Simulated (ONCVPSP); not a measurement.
# How hard is this Bi (Z = 83) ONCV potential?

| Property | Result |
| --- | --- |
| Element | bismuth (Bi) |
| Generator | ONCVPSP 4.0.1 |
| Type | optimised norm-conserving Vanderbilt (ONCV) |
| Functional | PBE |
| Relativity | scalar-relativistic |
| Frozen core | [Kr] 4d10 4f14 |
| Valence charge | 23 |
| Reference configuration | 5s2 5p6 5d10 6s2 6p1 (charge +2) |
| Partial waves | 5s+6s: rc 1.60 bohr, ncon 3, nbas 7, qcut 7.3 1/bohr, 2 projectors; 5p+6p: rc 1.80 bohr, ncon 4, nbas 7, qcut 7.3 1/bohr, 2 projectors; 5d: rc 2.00 bohr, ncon 4, nbas 8, qcut 7.2 1/bohr, 2 projectors, debl 2.8 Ha |
| Local potential | polynomial inside 1.05 bohr (lpopt 3, dvloc0 4 Ha) |
| Core correction | Teter function, fcfact 5.25, rcfact 1.45 |

For each optimised wave give the share of its norm inside rc, the residual kinetic energy above qcut (Ha) and the cutoffs (Ha) for errors of 10, 1, 0.1 and 0.01 mHa per electron.

```
         wave  norm inside rc  residual KE  10 mHa  1 mHa  0.1 mHa  0.01 mHa
           5s           0.991      3.7e-06     8.6   12.1     20.7      24.5
           6s           0.233      3.4e-05     8.7   19.5     24.4      52.6
           5p           0.987      2.8e-06    15.9   19.6     22.7      25.6
           6p           0.154      1.9e-06    13.2   17.1     20.4      23.1
           5d           0.937      1.5e-05    17.5   21.0     23.6      29.1
d projector 2           0.120      3.3e-05    16.7   21.0     24.3      34.8
```

The occupied waves need 21 Ha and 24 Ha for 1 and 0.1 mHa.
